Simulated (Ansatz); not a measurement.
Ansatz results at the PBE0-D4/def2-TZVP geometry: HOMO–LUMO gap (PBE0/def2-TZVPP) 6.65 eV; HOMO–LUMO gap (B3LYP/def2-TZVPP) 6.07 eV; HOMO energy (B3LYP/def2-TZVPP) -7.79 eV.

Each molecule was computed in one conformer, which needn't be the lowest.

Task: Which molecule gave them?
A. `[F][SnH2][C](F)(F)F`
B. `C[O][Sn]([O]C)([O]C)[O]C`
C. `C[O][SnH]([CH3])[OH]`
D. `C[Se][Sn]([CH3])([F])[Cl]`

Result: B. The others give `C[O][SnH]([CH3])[OH]`: 7.44, 6.85, -7.27; `C[Se][Sn]([CH3])([F])[Cl]`: 5.56, 5.03, -6.86; `[F][SnH2][C](F)(F)F`: 8.05, 7.57, -8.95.

B3LYP here is the variant with VWN-RPA as its local correlation; programs differ in this.
